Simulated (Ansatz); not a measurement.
Br$_{2}$Ge, charge -1, doublet, geometry from GFN2-xTB (a state made from the parent by changing its charge; the spin is typed, not shown lowest) (a gas-phase anion, which may not be bound at this level); R2SCAN/6-311G** (Ansatz, an electronic-structure program).

Here is a job for Ansatz.
Ansatz 0.2 input:
```yaml
crystal:
  periodic: [false, false, false]
  atoms:
    - {symbol: Ge, position_ang: [0.01772041, 0.00659318, 1.06702307]}
    - {symbol: Br, position_ang: [1.10832851, -1.68300099, -0.49594218]}
    - {symbol: Br, position_ang: [-1.12453002, 1.67697294, -0.47962177]}
basis:
  gaussian:
    orbitals: 6-311G__.json
hamiltonian:
  xc: r2scan
total_charge: -1
magnetization: {spin_polarized: true, initial_magnetization: 1}
```
The basis file holds 6-311G** in the JSON format of the Basis Set Exchange.

What the program printed (banner, timings and long lists left out):

```
Functional definition: r2SCAN
1225 factors; their error is unknown
mean field evaluation 1: about -196610.0955 eV, gradient 1.8e1 eV
mean field evaluation 2: about -196609.7018 eV, gradient 2.3e1 eV
mean field evaluation 4: about -196610.7295 eV, gradient 1.2e0 eV
mean field evaluation 8: about -196610.7185 eV, gradient 1.7e-2 eV
mean field evaluation 16: about -196610.7185 eV, gradient 5.9e-5 eV
mean field -196610.71846241 eV, -7225.3106359621 hartree, gradient 5.9e-5 eV, S^2 0.755804; 0 other end points of the search recorded, 0 dependent functions left out
reference -196610.71847376 eV, -7225.3106363792 hartree; 52, 51 occupied and 80, 81 virtual orbitals, 1225 factors
Total energy: -196610.71847376 eV, -7225.3106363792 hartree
```
